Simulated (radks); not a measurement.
The numbers below are computed, except where a source is named.
Problem. Ionisation of K, [Ar] 4s1, to K+, [Ar], under several functionals. Scalar-relativistic Kohn-Sham, spin-polarised, spherical densities, finite nucleus; open shells are filled with parallel spins first; a radial shooting solver on a logarithmic mesh with Libxc functionals. The NIST Atomic Spectra Database gives 4.341 eV (measured). Rank these functionals by the error of their Delta-SCF ionisation energy: AM05; MS2 meta-GGA; exchange-only PBE; OLYP; revPBE; TASK exchange with Perdew-Wang LDA correlation; B86b exchange with PBE correlation; BLYP; PBEsol.

Solution. From best to worst: MS2 meta-GGA 4.332 eV (-0.008); OLYP 4.313 eV (-0.027); AM05 4.380 eV (+0.039); PBEsol 4.391 eV (+0.051); exchange-only PBE 4.288 eV (-0.052); revPBE 4.409 eV (+0.069); BLYP 4.457 eV (+0.116); B86b exchange with PBE correlation 4.473 eV (+0.132); TASK exchange with Perdew-Wang LDA correlation 3.855 eV (-0.486).
